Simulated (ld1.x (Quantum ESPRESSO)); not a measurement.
Scattering properties, PAW potential for bismuth

bismuth (Bi), PAW, made with ld1.x (Quantum ESPRESSO) 7.5 (LDA (PZ), scalar-relativistic). Core [Kr] 4d10 4f14, reference 5s2 5p6 5d10 6s2 6p3. Waves: 5s (bound): rcut 1.05, rcutus 1.45 bohr; 6s (bound): rcut 1.05, rcutus 1.45 bohr; 5p (bound): rcut 1.25, rcutus 1.40 bohr; 6p (bound): rcut 1.25, rcutus 1.40 bohr; 5d (bound): rcut 1.40, rcutus 1.85 bohr; 5d channel at 1.5 Ry: rcut 1.40, rcutus 1.85 bohr. Local part: all-electron potential smoothed inside 1.75 bohr (lloc = -2). Core correction: Bessel-smoothed model core, default radius (core density twice the valence density). Augmentation charge: BESSEL, radius 1.10 bohr.

The phase is arctan(r·u′/u) with u = r·R(r), unwrapped; energies in Ry, scanned from -14 to 5 Ry. A pole is an energy at which the radial function vanishes at the test radius. The pseudo phase is shifted by a multiple of π to meet the all-electron one at the reference energy, and phase errors are pseudo minus all-electron; the curves can meet again beyond the range given. Levels narrower than the energy grid can be missing from the lists of poles.

```
channel  radius (bohr)  reference energy (Ry)  poles, all-electron  poles, pseudo  unbroken range about the reference energy with phases within 0.05 rad  phase error 1 Ry above the reference energy (rad)
      s           1.99                  -1.08         -11.57, 3.26   -11.57, 3.27                                                        the whole range                                             +0.000
      p           1.99                  -0.35                -6.91          -6.91                                                        the whole range                                             +0.000
      d           1.99                  -2.00                -1.34          -1.34                                                        the whole range                                             -0.000
```

Phases in the d channel:

| E (Ry) | all-electron | pseudo |
| --- | --- | --- |
| -14.00 | 1.432 | 1.432 |
| -13.52 | 1.429 | 1.429 |
| -13.04 | 1.427 | 1.426 |
| -12.56 | 1.424 | 1.423 |
| -12.08 | 1.420 | 1.420 |
| -11.60 | 1.417 | 1.417 |
| -11.12 | 1.413 | 1.413 |
| -10.64 | 1.409 | 1.409 |
| -10.16 | 1.405 | 1.405 |
| -9.68 | 1.400 | 1.400 |
| -9.20 | 1.395 | 1.395 |
| -8.72 | 1.389 | 1.389 |
| -8.24 | 1.383 | 1.383 |
| -7.76 | 1.376 | 1.375 |
| -7.28 | 1.368 | 1.367 |
| -6.80 | 1.358 | 1.358 |
| -6.32 | 1.347 | 1.347 |
| -5.84 | 1.334 | 1.334 |
| -5.36 | 1.318 | 1.317 |
| -4.88 | 1.296 | 1.296 |
| -4.40 | 1.267 | 1.267 |
| -3.92 | 1.224 | 1.223 |
| -3.44 | 1.147 | 1.147 |
| -2.96 | 0.971 | 0.970 |
| -2.48 | 0.232 | 0.231 |
| -2.00 | -1.185 | -1.185 |
| -1.52 | -1.516 | -1.516 |
| -1.04 | -1.633 | -1.633 |
| -0.56 | -1.699 | -1.699 |
| -0.08 | -1.749 | -1.749 |
| 0.40 | -1.793 | -1.793 |
| 0.88 | -1.839 | -1.839 |
| 1.36 | -1.891 | -1.891 |
| 1.84 | -1.956 | -1.957 |
| 2.32 | -2.046 | -2.047 |
| 2.80 | -2.180 | -2.182 |
| 3.28 | -2.402 | -2.407 |
| 3.76 | -2.784 | -2.800 |
| 4.24 | -3.341 | -3.368 |
| 4.72 | -3.832 | -3.860 |
